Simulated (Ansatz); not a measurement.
Consider the redistribution: `O=CO[SiH2]F` + `[CH3][Al]([OH])[SiH3]` → `[CH3][Al]([OH])[SiH2]F` + `O=CO[SiH3]`.

Calculated with Ansatz (gas phase, PBE0-D4/def2-TZVP geometries, no zero-point term in ΔE). CCSD(T)/CBS is the MP2 limit (def2-TZVPP, def2-QZVPP) plus CCSD(T) − MP2 in def2-TZVPP, frozen cores. DFT in def2-TZVPP. One conformer a species, not always the lowest.

```tsv
level	ΔE (kcal/mol)
revPBE-D4	6.5
PBE	6.5
```

(1) What does CCSD(T)/CBS give? (Estimate.)

(2) What do rigid-rotor, harmonic-oscillator terms from PBE0-D4/def2-TZVP frequencies (298.15 K, 1 bar) make of the CCSD(T)/CBS value? (Best estimate.)

Largest T1 diagnostic among the species: 0.016.

Answers

(1) Ansatz gave: +7.1 kcal/mol. The listed levels differ from it by -0.6, -0.6 kcal/mol.

(2) The calculation gave: ΔZPE = +0.3 kcal/mol, ΔH = +7.3 kcal/mol, ΔS = -5 J/(mol·K), ΔG = +7.6 kcal/mol. Modes under 50 cm⁻¹ make the entropy rough.

Leaving LDA and LC-ωPBE aside and taking each functional with its dispersion term where it has one, the values, not all of them listed here, spread over 1.9 kcal/mol, from BLYP-D4 to B97M-V. LDA lies +0.8 kcal/mol from PBE without D4. From BLYP to BHLYP (50 % exact exchange), in def2-TZVPP and without D4, ΔE moves by +0.7 kcal/mol. At CCSD(T), def2-SVP lies +0.8 kcal/mol from the extrapolated value and def2-TZVPP +0.5 kcal/mol.
